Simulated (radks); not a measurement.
Results of a calculation; reference values are marked as such.
Q: Radial electron density D(r) = 4 pi r^2 rho(r) of an atom or ion with 45 electrons. Code: a radial shooting solver on a logarithmic mesh with Libxc functionals. Model: scalar-relativistic Kohn-Sham, r2SCAN, spin-polarised, spherical densities, finite nucleus; meta-GGA in the generalised Kohn-Sham scheme; Fermi nuclear charge, rms radius of each element as measured or else 0.836 A^(1/3) + 0.57 fm.

```
   r/bohr * D(r) (the largest magnitude, 77.9, reaches the edge; | marks zero)
 0.001624 | *
 0.001875 |  *
 0.002165 |   *
 0.002521 |    *
 0.002911 |     *
 0.003362 |      *
 0.003914 |        *
 0.004521 |          *
 0.005221 |             *
 0.006029 |                *
 0.007019 |                   *
 0.008106 |                       *
 0.009362 |                           *
   0.0109 |                               *
  0.01259 |                                   *
  0.01454 |                                      *
  0.01679 |                                         *
  0.01954 |                                          *
  0.02257 |                                          *
  0.02607 |                                         *
  0.03035 |                                        *
  0.03505 |                                      *
  0.04047 |                                    *
  0.04674 |                                     *
  0.05441 |                                        *
  0.06284 |                                            *
  0.07258 |                                                 *
  0.08449 |                                                     *
  0.09758 |                                                      *
   0.1127 |                                                   *
   0.1301 |                                              *
   0.1515 |                                        *
    0.175 |                                     *
   0.2021 |                                     *
   0.2352 |                                         *
   0.2717 |                                           *
   0.3138 |                                          *
   0.3624 |                                   *
   0.4218 |                         *
   0.4872 |                 *
   0.5626 |            *
    0.655 |           *
   0.7564 |            *
   0.8736 |            *
    1.009 |           *
    1.175 |        *
    1.356 |     *
    1.567 |   *
    1.824 | *
    2.106 |*
    2.432 |*
    2.809 *
     3.27 *
    3.777 *
    4.362 *
    5.078 *
    5.864 *
    6.773 *
    7.822 *
    9.106 *
    10.52 *
```

What is the nuclear charge?

A: Z = 48. The innermost maximum, from 1s, lies near gamma/Z bohr with gamma = sqrt(1 - (Z/c)^2) = 0.937, here 0.0195 bohr (found: 0.0213), and its height grows with Z. The density is that of the cadmium ion Cd3+ in [Ar] 3d10 4p6 4d9 4f2; the configuration itself is not fixed sharply by these data, and Z only to a few units. D(r) has 4 maxima, at r = 0.0213, 0.0945, 0.281, 0.846 bohr, and minima at 0.0421, 0.184, 0.634 bohr, inside which lie 2.01, 11.20, 29.14 electrons.
